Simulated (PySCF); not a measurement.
C3H9SSi, charge -1, multiplicity 1.

```xyz
14

C     -1.5123     0.8731    -0.9739
Si     0.0000     0.0000    -0.1830
C      1.5123     0.8731    -0.9739
C      0.0000    -1.7462    -0.9739
S      0.0000     0.0000     1.8899
H     -1.4687     0.8479    -2.0773
H     -2.4464     0.3865    -0.6523
H     -1.5579     1.9254    -0.6523
H      2.4464     0.3865    -0.6523
H      1.4687     0.8479    -2.0773
H      1.5579     1.9254    -0.6523
H      0.0000    -1.6959    -2.0773
H     -0.8885    -2.3119    -0.6523
H      0.8885    -2.3119    -0.6523
```
Charge -1, spin multiplicity 1.

The structure is a stationary point at B3LYP-D3(BJ)/def2-SVPD. The spin state was assumed, not searched. The isomer is the one that the SMILES or the coordinates give; other isomers of the formula were not compared.

Calculation: PySCF with PBE0/pcSseg-1. Non-relativistic, no solvent.

**Question.** Give the absolute GIAO shielding of each atom: isotropic value and principal components (ppm). (The exact figures need the calculation; the answer reports its results.)

**Answer.** 
| atom | σ(iso) | σ11 | σ22 | σ33 | span |
|---|---|---|---|---|---|
| C1 | 174.3 | 164.6 | 170.0 | 188.4 | 23.9 |
| Si2 | 352.5 | 306.3 | 306.3 | 444.8 | 138.5 |
| C3 | 174.3 | 164.6 | 170.0 | 188.4 | 23.9 |
| C4 | 174.3 | 164.5 | 170.0 | 188.4 | 23.9 |
| S5 | 820.1 | 816.2 | 822.0 | 822.0 | 5.9 |
| H6 | 31.8 | 27.8 | 29.6 | 37.9 | 10.1 |
| H7 | 31.6 | 28.4 | 29.5 | 36.7 | 8.3 |
| H8 | 31.6 | 28.4 | 29.5 | 36.7 | 8.3 |
| H9 | 31.6 | 28.4 | 29.5 | 36.7 | 8.3 |
| H10 | 31.8 | 27.8 | 29.6 | 37.9 | 10.1 |
| H11 | 31.6 | 28.4 | 29.5 | 36.7 | 8.3 |
| H12 | 31.8 | 27.8 | 29.6 | 37.9 | 10.1 |
| H13 | 31.6 | 28.4 | 29.5 | 36.7 | 8.3 |
| H14 | 31.6 | 28.4 | 29.5 | 36.7 | 8.3 |
